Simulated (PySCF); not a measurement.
**How methods differ on the excitation energy of S**

S [Ne] 3s2 3p4 (3P) → S [Ne] 3s1 3p4 3d1 (high-spin determinant), as a difference of total energies. All numbers are calculated (PySCF 2.14, the spin-free X2C one-electron Hamiltonian (Gaussian nucleus), in aug-cc-pCVTZ-DK (8s7p5d3f, 75 functions)). Correlated levels: valence: [Ne] frozen. The calculations carry no spin-orbit coupling.

```csv
method,excitation energy (cm⁻¹)
UHF,149110
MP2 (valence),153290
SCS-MP2 (valence),154760
CCSD (valence),149550
CCSD(T) (valence),148070
```

The upper state lies above the first ionisation limit, where it may autoionise and the basis confines it.

The promoted electron is Rydberg-like, and one or two diffuse shells describe it only roughly, which tends to raise the upper state.

The coupled-cluster amplitudes are large for the upper state (T1 above 0.03 or a double amplitude above 0.15), so a single reference is strained.

The determinant of the upper state mixes LS terms, which raises its energy above the lowest term, most at the Hartree-Fock and MP2 levels.
